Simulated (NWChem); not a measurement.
System meant: CH$_{3}$Cl$_{2}$FSn; SMILES [CH3][Sn]([F])([Cl])[Cl]

The following NWChem deck was run.

```
start job
memory heap 200 mb stack 900 mb global 1100 mb
geometry units angstroms noautoz
  C     -1.983149     0.000173    -1.249178
  Sn    -0.297048     0.009435     0.041737
  F     -0.863742     0.330010     1.858577
  Cl     1.242483     1.696206    -0.421955
  Cl     0.853732    -2.015735     0.111725
  H     -2.044766    -0.980626    -1.737697
  H     -1.858631     0.796780    -1.993712
  H     -2.874842     0.182076    -0.634760
end
basis spherical
  * library def2-svp
end
ecp
  Sn library def2-ecp
end
dft
  xc pbe0
  iterations 4
  mulliken
end
task dft energy
```

End of the output:

```
    Atom       Charge   Shell Charges
 -----------   ------   -------------------------------------------------------
    1 C    6     6.24   1.97  0.59  0.35  1.85  1.44  0.04
    2 Sn  22    21.49   1.17  0.76  0.74  0.36  3.01  2.84  1.23  0.73  9.50  1.15
    3 F    9     9.31   1.98  1.04  0.81  3.19  2.30  0.00
    4 Cl  17    17.07   2.00  1.96  1.06  0.81  5.82  2.24  3.18  0.01
    5 Cl  17    17.07   2.00  1.96  1.06  0.81  5.82  2.24  3.18  0.01
    6 H    1     0.94   0.62  0.25  0.07
    7 H    1     0.94   0.62  0.25  0.07
    8 H    1     0.94   0.62  0.25  0.07

 center of mass
 --------------
 x =   0.02547782 y =   0.05667634 z =   0.00000000

 moments of inertia (a.u.)
 ------------------
        1231.553116483559           0.000002281417           0.000000000000
           0.000002281417        1488.426203623531           0.000000000000
           0.000000000000           0.000000000000         933.205319844528

     Multipole analysis of the density
     ---------------------------------

     L   x y z        total         alpha         beta         nuclear
     -   - - -        -----         -----         ----         -------
     0   0 0 0     -0.000000    -37.000000    -37.000000     74.000000

     1   1 0 0     -0.920178     -6.926732     -6.926732     12.933287
     1   0 1 0     -1.223771     -0.431893     -0.431893     -0.359984
     1   0 0 1     -0.000000     -0.000000     -0.000000      0.000000

     2   2 0 0    -44.298420   -176.027740   -176.027740    307.757059
     2   1 1 0      3.242236     -8.682293     -8.682293     20.606823
     2   1 0 1     -0.000000     -0.000000     -0.000000      0.000000
     2   0 2 0    -46.688206   -113.234889   -113.234889    179.781571
     2   0 1 1      0.000000      0.000000      0.000000      0.000000
     2   0 0 2    -47.449226   -242.367463   -242.367463    437.285700

 ------------------------------------------------------------------------
 dft energy failed                                                                                  0
 ------------------------------------------------------------------------
 ------------------------------------------------------------------------
  current input line :
    24: task dft energy
 ------------------------------------------------------------------------
 ------------------------------------------------------------------------
 This type of error is most commonly associated with calculations not reaching convergence criteria
 ------------------------------------------------------------------------
 For more information see the NWChem manual at https://nwchemgit.github.io

0:dft energy failed:Received an Error in Communication
```

Task: Can this run be used? If not, why, and what is the fix?

Result: Convergence was not reached. Cause: the SCF was allowed too few iterations. This input runs:
```
start job
memory heap 200 mb stack 900 mb global 1100 mb
geometry units angstroms noautoz
  C     -1.983149     0.000173    -1.249178
  Sn    -0.297048     0.009435     0.041737
  F     -0.863742     0.330010     1.858577
  Cl     1.242483     1.696206    -0.421955
  Cl     0.853732    -2.015735     0.111725
  H     -2.044766    -0.980626    -1.737697
  H     -1.858631     0.796780    -1.993712
  H     -2.874842     0.182076    -0.634760
end
basis spherical
  * library def2-svp
end
ecp
  Sn library def2-ecp
end
dft
  xc pbe0
  iterations 150
  mulliken
end
task dft energy
```
It converges to -1273.73461 Ha (PBE0/def2-SVP with def2 effective core potentials on Sn).
